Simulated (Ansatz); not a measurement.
Basis-set series for `[CH3][InH][C]#CS`. Total charge 0; spin multiplicity 1. In takes the def2 core potential. The structure was optimised at the PBE0-D4/def2-TZVP level. It is one conformer, not always the lowest.

```xyz
10

C     2.075   -0.486   -0.818
In    0.114   -1.271   -0.463
C    -1.259    0.050    0.412
C    -2.039    0.839    0.919
S    -3.214    1.810    1.612
H     2.609   -0.415    0.132
H     2.000    0.519   -1.237
H     2.647   -1.120   -1.494
H    -0.463   -2.852   -0.800
H    -2.469    2.926    1.737
```

```
functional       basis  functions  energy (Eh)  HOMO (eV)  LUMO (eV)
   PBE0-D4  def2-TZVPP        255   -705.34797      -6.69      -1.58
   PBE0-D4  def2-QZVPP        473   -705.36822      -6.71      -1.60
   ωB97M-V  def2-TZVPP        255   -705.49901      -8.75      -0.10
   ωB97M-V  def2-QZVPP        473   -705.51811      -8.78      -0.15
```

(1) Give the rows for def2-SVP. (Best estimate.)

## Answers

(1) Ansatz gave: 
| functional | basis | functions | energy (Eh) | HOMO (eV) | LUMO (eV) |
| --- | --- | --- | --- | --- | --- |
| PBE0-D4 | def2-SVP | 111 | -705.06706 | -6.61 | -1.50 |
| ωB97M-V | def2-SVP | 111 | -705.21269 | -8.65 | 0.07 |
